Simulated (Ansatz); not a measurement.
C8H17N3Ti, SMILES `C[N](C)[Ti]1234([NH2])([NH2])[C@@H]5[C@H]1[C@H]2[C@@]3(C)[C@@H]54` at its PBE0-D4/def2-TZVP geometry, where that method's forces vanish. Charge 0, multiplicity 1.

```
atom    x (Å)    y (Å)    z (Å)
  C1  -0.9833   1.2627   1.9291
  N2   0.2497   0.6219   1.5490
  C3   1.3915   1.3875   1.9805
 Ti4   0.3524  -0.7171   0.1862
  N5  -1.1950  -1.7384   0.6625
  N6   1.9783  -1.5716   0.7213
  C7   1.0720  -1.1763  -2.0643
  C8   1.4969   0.1172  -1.6975
  C9   0.3472   0.9108  -1.4964
 C10  -0.7945   0.1117  -1.7312
 C11  -2.2140   0.5629  -1.6673
 C12  -0.3332  -1.1791  -2.0804
 H13  -1.0230   1.4192   3.0178
 H14  -1.8375   0.6502   1.6389
 H15  -1.0943   2.2562   1.4630
 H16   2.3166   0.8706   1.7244
 H17   1.4159   2.3886   1.5189
 H18   1.3696   1.5416   3.0701
 H19  -1.2945  -2.0568   1.6182
 H20  -1.8723  -2.2097   0.0842
 H21   2.7415  -1.9247   0.1663
 H22   2.0723  -1.9065   1.6718
 H23   1.7086  -2.0273  -2.2531
 H24   2.5189   0.4361  -1.5568
 H25   0.3357   1.9480  -1.1936
 H26  -2.8802  -0.2517  -1.3802
 H27  -2.3425   1.3708  -0.9452
 H28  -2.5420   0.9356  -2.6428
 H29  -0.9608  -2.0323  -2.2935
```

For each bond, give half the difference of the two atoms' forces along it (eV/Å; positive pushes the atoms apart) under PBE-D4, r2SCAN-D4, B3LYP-D4, ωB97M-V in def2-TZVPP. (Estimate.)

Computed: 
```
   bond  length (Å)  PBE-D4  r2SCAN-D4  B3LYP-D4  ωB97M-V
  C1–N2       1.441    0.03       0.10      0.16     0.27
 C1–H13       1.101    0.11      -0.03     -0.07    -0.11
 C3–H18       1.101    0.11      -0.03     -0.07    -0.11
 Ti4–N6       1.913    0.03       0.10      0.09     0.04
 Ti4–C8       2.357   -0.01       0.02      0.16     0.01
Ti4–C10       2.383   -0.01      -0.01      0.09    -0.08
 N5–H19       1.012    0.20       0.00     -0.06    -0.02
 N5–H20       1.008    0.20      -0.02     -0.07    -0.02
 C7–C12       1.405    0.17       0.12      0.13     0.09
 C7–H23       1.079   -0.04      -0.11     -0.17    -0.11
  C8–C9       1.411    0.17       0.14      0.15     0.10
C10–C11       1.491   -0.18      -0.02      0.09     0.23
C10–C12       1.415    0.19       0.11      0.08    -0.02
C11–H27       1.091    0.12      -0.02     -0.06    -0.07
```

B3LYP here is the variant with VWN-RPA as its local correlation; programs differ in this.
